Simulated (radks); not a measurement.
Values are calculated unless marked as measured or tabulated.
Dipole-allowed excitations along the series with 47 electrons in [Kr] 4d10 5s1. Level of theory: scalar-relativistic Kohn-Sham, PBE, spin-polarised, spherical densities, finite nucleus; open shells are filled with parallel spins first (spin-orbit coupling, left out, can overturn this in heavy ions); Fermi nuclear charge, rms radius of each element as measured or else 0.836 A^(1/3) + 0.57 fm (a radial shooting solver on a logarithmic mesh with Libxc functionals). Time-dependent linear response with the Hartree and adiabatic LDA kernel, continuum included through the Sternheimer equations, no spin-orbit coupling, so fine structure and intercombination lines are absent. Lines are the poles of the dipole polarisability below minus the highest occupied eigenvalue, found on a grid refined at the orbital gaps; the lowest seven at most are given, and weak or close lines can be missed. The first line takes the name of the lowest orbital gap if no other gap lies below it; otherwise a line is named after a gap within 0.6 % of it, if that gap stands alone.

species  -e(HOMO) (eV)  lowest orbital gap (eV)  first line (eV)      f  static alpha (bohr^3)  measured (eV)
Ag               4.734              5s-5p 3.760    3.845 (5s-5p)  0.633                  48.43    5s-5p 3.740
Cd+             13.473              5s-5p 5.737    6.027 (5s-5p)  0.732                  21.99    5s-5p 5.677
In2+            24.150              5s-5p 7.498    7.922 (5s-5p)  0.760                  13.10              -

Measured values: term averages from the NIST Handbook of Basic Atomic Spectroscopic Data.
